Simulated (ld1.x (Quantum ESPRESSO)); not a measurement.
**Transferability test, PAW potential for Ag**

- Element: silver
- Generator: ld1.x (Quantum ESPRESSO) 7.5
- Type: PAW
- Functional: LDA (PZ)
- Relativity: scalar-relativistic
- Frozen core: [Kr]
- Valence charge: 11
- Reference configuration: 4d10 5s1 5p0
- Partial waves: 5s (bound): rcut 1.75, rcutus 2.25 bohr; 5s channel at 2.4 Ry: rcut 1.75, rcutus 2.25 bohr; 5p (bound, empty): rcut 2.50, rcutus 3.15 bohr; 5p channel at 4 Ry: rcut 2.50, rcutus 3.15 bohr; 4d (bound): rcut 1.35, rcutus 1.60 bohr; 4d channel at 0.05 Ry: rcut 1.35, rcutus 1.60 bohr
- Local potential: all-electron potential smoothed inside 2.60 bohr (lloc = -1)
- Core correction: a·sin(br)/r model core, default radius (core density twice the valence density)
- Augmentation charge: BESSEL, radius 1.25 bohr

Energies are relative to the spin-unpolarised reference configuration 4d10 5s1 5p0; without spin polarisation the order of configurations can differ from experiment. Spin-polarised rows fill each open shell by Hund’s rule, majority spin first.

```tsv
valence configuration	charge	ΔE all-electron (eV)	error AE − PS (meV)
4d10 5s0 5p0	+1	8.102	-2.7
4d9 5s0 5p0	+2	30.485	-54
4d7 5s0 5p0	+4	118.846	-1037
4d9 5s1 5p1	0	8.572	-34
4d10 5s0 5p1	0	4.021	-1.5
4d10 5s1 5p0 (spin-polarised)	0	-0.149	-0.2
4d9 5s0 5p0 (spin-polarised)	+2	30.325	-54
```

(1) What are ΔE and the potential's error for 4d8 5s0 5p0?

(2) What are ΔE and the potential's error for 4d9 5s2 5p0?

Levels in the configuration 4d9 5s2 5p0:

```csv
level,all-electron (eV),pseudo (eV)
4d,-10.870,-10.954
5s,-5.841,-5.838
```

Answers

(1) ΔE = 66.919 eV all-electron; the error (AE − PS) is -332 meV.

(2) ΔE = 3.961 eV all-electron; the error (AE − PS) is -38 meV.
